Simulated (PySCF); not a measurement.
Kr²⁺ (krypton, charge +2) across methods

[Ar] 3d10 4s2 4p4, high-spin 3P determinant. Computed with PySCF 2.14 in aug-cc-pwCVTZ-PP with ECP10MDF, with scalar relativity through the core potential.

| method | E (hartree) | mean ε 4s β (eV) | mean ε 4p α (eV) | mean ε 4p β (eV) | Σ⟨r²⟩ (bohr²) | ⟨S²⟩ |
| --- | --- | --- | --- | --- | --- | --- |
| PBE | -462.1762 | -44.676 | -31.790 | -29.814 | 25.41 | 2.002 |
| PW91 | -462.3221 | -44.801 | -31.852 | -29.898 | 25.40 | 2.002 |
| BP86 | -462.3508 | -44.869 | -31.845 | -29.960 | 25.35 | 2.002 |
| LDA | -461.5370 | -45.154 | -31.836 | -29.915 | 25.40 | 2.001 |
| PBE0 | -462.1454 | -46.526 | -33.563 | -31.431 | 25.37 | 2.003 |
| M06 | -462.2827 | -46.686 | -33.487 | -31.289 | 25.28 | 2.002 |
| r2SCAN | -462.0367 | -45.001 | -32.445 | -30.291 | 25.28 | 2.004 |
| UHF | -460.86490 | -50.690 | -37.911 | -35.163 | 25.49 | 2.008 |
| MN15 | -462.8423 | -46.739 | -34.012 | -31.993 | 25.62 | 2.003 |

Energies and moments cover only the electrons outside the core potential.
